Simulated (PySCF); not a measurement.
```xyz
4
charge 0 multiplicity 1, angstrom
Te    0.0000    0.0000    0.0000
O     1.8086    0.0000    0.0000
O    -0.9043    1.5663    0.0000
O    -0.9043   -1.5663    0.0000
```

All numbers come from BP86 in PySCF with Te def2-TZVP with ECP28, O def2-TZVP; scalar-relativistic core potentials, no spin–orbit coupling; density-fitted integrals.

This geometry of TeO₃ is a stationary point at this level.

(1) What is the point group?

(2) Is it a minimum?

(3) List the harmonic modes with their infrared intensities.

## Answers

(1) D3h.

(2) Yes: all harmonic wavenumbers are real.

(3) 
```json
{"symmetry": "a2''", "ω (cm⁻¹)": "151", "IR (km/mol, summed over degenerate members)": "27.2", "type": "bend"}
{"symmetry": "e'", "ω (cm⁻¹)": "232", "IR (km/mol, summed over degenerate members)": "45.1", "type": "bend"}
{"symmetry": "a1'", "ω (cm⁻¹)": "784", "IR (km/mol, summed over degenerate members)": "0.0", "type": "stretch"}
{"symmetry": "e'", "ω (cm⁻¹)": "841", "IR (km/mol, summed over degenerate members)": "117", "type": "stretch"}
```
